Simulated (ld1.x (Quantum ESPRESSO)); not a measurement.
**Cu (Z = 29): excitation energies, all-electron against PAW**

ld1.x (Quantum ESPRESSO) 7.5 input, shortened:

```
&input
   title='Cu', zed=29., rel=2, dft='PZ', iswitch=3,
   config='[Ar] 3d10 4s0.5 4p0.5', rel_dist='average'
 /
 &inputp
   pseudotype=3, lpaw=.true., tm=.true., lloc=-1, rcloc=1.25,
   nlcc=.true., rcore=0.45,
   which_augfun='GAUSS', rmatch_augfun=0.65
 /
6
4S  1  0   0.50   0.00  1.95  2.35  0.0
4S  1  0   0.00   0.60  1.95  2.35  0.0
4P  2  1   0.50   0.00  2.65  3.50  0.0
4P  2  1   0.00   2.30  2.65  3.50  0.0
3D  3  2  10.00   0.00  0.80  0.95  0.0
3D  3  2   0.00   1.55  0.80  0.95  0.0
 &test
   configts(1)='3d10 4s0.5 4p0.5'
 /
```

Open shells are filled in proportion to 2j + 1 (rel_dist='average').

Energies are relative to the spin-unpolarised reference configuration 3d10 4s0.5 4p0.5; without spin polarisation the order of configurations can differ from experiment.

```
valence configuration  charge  ΔE all-electron (eV)  error AE − PS (meV)
         3d10 4s1 4p0       0                -2.077                 -1.0
         3d10 4s0 4p0      +1                 6.358                  +32
          3d9 4s0 4p0      +2                28.046                  -37
       3d10 4s0.5 4p0    +0.5                 1.226                 +4.1
          3d9 4s1 4p0      +1                 9.826                  -60
```

What are ΔE and the potential's error for 3d8 4s0 4p0?

ΔE = 67.410 eV all-electron; the error (AE − PS) is -486 meV.

What are ΔE and the potential's error for 3d10 4s0 4p1?

ΔE = 2.180 eV all-electron; the error (AE − PS) is +0.5 meV.

Levels in the configuration 3d10 4s0 4p0:

```tsv
level	all-electron (eV)	pseudo (eV)
3d j=3/2	-14.172	-14.164
3d j=5/2	-13.897	-13.890
```

The ghost test of this file was not conclusive.
